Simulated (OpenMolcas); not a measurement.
V2+ (d3) on a cation site of an ionic host was computed by CASSCF with the d shell active (OpenMolcas, ANO-RCC-VTZP on the metal). Its lowest spin-free states, and all those of the highest spin:

```
2S+1  Degeneracy  E (cm-1)
   4           1       0.0
   4           3     11389
   2           2     15923
   2           3     16694
   4           3     18419
   2           3     22422
   2           1     24732
   2           3     27788
   2           3     28249
   4           3     29731
   2           2     29863
   2           3     33785
```

Task: Is the site octahedral, tetrahedral or cube-like, axial, or of lower symmetry?

Result: The states with 2S+1 = 4 have orbital degeneracies 1, 3, 3, 3. Threefold states need a cubic site. For d3 at this spin an octahedron puts the single A2 below the threefold T2 and a tetrahedron or cube puts the threefold T1 below the threefold T2, so the site is octahedral. The first gap at this spin, 11400 cm-1, is |10Dq| in ligand-field theory. The run had V2+ with its 6 nearest oxide ions at 2.252 Å, on the Ca site of CaO (a = 4.8105 Å, distance in the model lattice 2.405 Å). The rest of the host is ab initio model potentials to 7.6 Å, with orthogonalisation functions on the cations behind the ligands, and point charges beyond; the distance is set by hand and nothing relaxes. Ligand basis ANO-RCC-VDZP.

Without dynamic correlation the repulsion within the d shell is too large (B by tens of per cent), so at a given field states of lower spin stand too high. Ligand-to-metal charge-transfer states are missing. With no ligand orbital active B as a rule stays too high, so bands that hang on it stand too high and its fall with covalency is understated. With metal d orbitals alone and no dynamic correlation 10Dq can be off by a tenth to a fifth, either way, in oxide and fluoride hosts. No measured value stands beside these numbers; the geometry was set by hand and not optimised.
